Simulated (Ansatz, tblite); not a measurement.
Forces on Cu3Sn2⁺ at its PBE-D4/def2-SVP geometry. The state is a singlet with charge 1.

In the def2 sets Sn takes a core potential; there is no spin–orbit coupling. The xTB rows come from tblite. The restricted singlet is unstable towards broken spin symmetry in Hartree–Fock (as tested in another run); at PBE-D4/def2-TZVP this wasn't settled. No other spin state of charge 1 was run. Another isomer (singlet) lies 0.15 eV lower at PBE0-D4/def2-TZVP; other spin states weren't run for this one.

GFN1-xTB (tblite), largest force 1.04 eV/Å:

```xyz
5
positions Å, forces eV/Å
Cu    0.208    1.156    0.827    0.120   -0.349   -0.413
Cu    1.389    0.809   -1.319   -0.314   -0.252    0.343
Cu   -0.902   -0.103   -1.113    0.494    0.074    0.240
Sn    1.012   -1.211    0.206   -0.782    0.683    0.004
Sn   -1.707   -0.652    1.399    0.481   -0.156   -0.175
```

GFN2-xTB (tblite), largest force 0.79 eV/Å:

```
Cu 0.476 0.465 0.085
Cu -0.249 0.181 0.025
Cu 0.045 -0.024 -0.669
Sn -0.590 -0.214 0.476
Sn 0.318 -0.408 0.083
```

PBE-D4/def2-TZVP (Ansatz), largest force 0.32 eV/Å:

```
Cu -0.001 0.131 0.217
Cu 0.242 0.077 -0.188
Cu -0.198 -0.093 -0.128
Sn 0.014 -0.065 0.034
Sn -0.057 -0.050 0.065
```
